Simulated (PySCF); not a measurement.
All values below come from PBE-D3(BJ)/def2-TZVP // B3LYP-D3(BJ)/def2-SVP in PySCF 2.14.0. All species are isolated molecules in the gas phase. One relaxed conformer stands for a flexible species; it need not be the lowest. Excitations are Tamm–Dancoff values on a coarser integration grid. The basis has no diffuse functions, so Rydberg states are missing or too high.

Reference species (SMILES): `Bc1ccc2cccnc2c1` (neutral, multiplicity 1).

The T1 excitation (TDA) comes out as 2.65 eV. The HOMO is -6.11 eV.

Changed species: `Bc1ccc2ccccc2n1`.

**Question.** Give the shifts of the T1 excitation (TDA) and HOMO.

**Answer.** the T1 excitation (TDA) falls by 0.42 eV, to 2.23 eV; the HOMO increases by 0.31 eV, to -5.80 eV.
